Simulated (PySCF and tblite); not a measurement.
Values are calculated unless marked as measured or tabulated.
System: CH₆S₂Si, numbered as in [CH3:1][S:2][S:3][SiH3:4].

Motion: rotation about the S2–S3 bond (torsion C1–S2–S3–Si4 from 96° to 264°, rising). GFN2-xTB gives an electronic barrier of 1.8 kcal/mol.

(1) What does PBE0/pcSseg-1 + D3(BJ) give on GFN2-xTB geometries?

Programs: tblite and PySCF.

Answers

(1) A barrier of 4.7 kcal/mol, 2.9 above the tight-binding barrier (from unrounded values) and, with GFN2-xTB thermal terms, ΔG‡(298 K) = 5.3 kcal/mol and k = 8.7×10⁸ s⁻¹ (1 equivalent path).
